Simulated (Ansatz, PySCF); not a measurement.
HCl$_{3}$OTi, charge -1, doublet, at the geometry of the source list (the multiplicity is a formal guess) (a gas-phase anion, which may not be bound at this level), with bond 2-1 at 1.8 times its length. Base run: CASSCF(5,5)/STO-3G (PySCF).

Here is a job for PySCF.
```python
from pyscf import gto, scf, mcscf
import numpy

mol = gto.M(
    atom='''
Ti    0.24300000   -0.11870000   -0.01240000
Cl    3.19608000    2.02600000   -1.17070000
Cl    0.90120000   -0.91690000    1.84740000
Cl    0.28820000   -1.79020000   -1.32620000
O    -1.22490000    0.66870000    0.05010000
H    -2.09110000    1.08420000    0.09710000
''',
    basis='sto-3g',
    charge=-1,
    spin=1,
    verbose=3,
)

mf = scf.ROHF(mol)
mf.kernel()
mc = mcscf.CASSCF(mf, 5, 5)
mc.fix_spin_(ss=0.75)
mc.kernel()
occ = numpy.linalg.eigvalsh(mc.fcisolver.make_rdm1(mc.ci, mc.ncas, mc.nelecas))[::-1]
ss = mc.fcisolver.spin_square(mc.ci, mc.ncas, mc.nelecas)[0]
print('natural occupations', occ.round(4), ' <S^2>', round(ss, 4))
```

Programs used: Ansatz (a program for electronic structure), PySCF; a row that names a program was run with it.

The base run was repeated with changes; each row names its change, and settings that it needs were set with it.

| change | ΔE vs base (mEh) | natural occupations | <S^2> of the state | outcome |
|---|---|---|---|---|
| base | 0.000 | 2.00 2.00 1.00 0.00 0.00 | 0.75 | converged |
| conv_tol = 1e-5 | 9.160 | 2.00 2.00 1.00 0.00 0.00 | 0.75 | converged |
| fix_spin_ = off | 0.000 | 2.00 2.00 1.00 0.00 0.00 | 0.75 | converged |
| active space = 5 electrons, 4 orbitals | 9.163 | 2.00 2.00 1.00 0.00 | 0.75 | converged |
| active space = 7 electrons, 7 orbitals | - | - | - | not converged |
| active space = 3 electrons, 5 orbitals | - | - | - | not converged |
| active space = 3 electrons, 4 orbitals | 5.454 | 2.00 1.00 0.00 0.00 | 0.75 | converged |
| correction = SC-NEVPT2 | -138.0 | 2.00 2.00 1.00 0.00 0.00 | 0.75 | converged |
| solver = newton | 0.000 | 2.00 2.00 1.00 0.00 0.00 | 0.75 | converged |
| code = ansatz | -18.478 | - | - | converged |
| orbitals = fixed (CASCI); correction = SC-NEVPT2 | -137.6 | 2.00 2.00 1.00 0.00 0.00 | 0.75 | converged |

Active orbitals are taken around the Fermi level unless the row says otherwise; CASSCF can end in different local minima, and two programs can end on different orbitals. State-averaged rows give the lowest state.

Open shells are given as the SCF converged; they aren't shown to be the lowest states, and a large step between rows can be another state.

A gas-phase anion may not be bound at this level; its values then depend on the basis.
